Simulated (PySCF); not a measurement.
An element was calculated at PBE0 (PySCF 2.14, spin-free X2C, a triple-zeta basis, no spin-orbit coupling), in the ground configurations that NIST lists.

```
first ionisation energy  : 5.444 eV
second ionisation energy : 11.119 eV
third ionisation energy  : 24.180 eV
```

Question: Which element is it?

Answer: Samarium (Sm, Z = 62), in x2c-TZVPPall. NIST lists 5.644, 11.078 ± 0.02, 23.55 ± 0.08 eV for these ionisation energies.
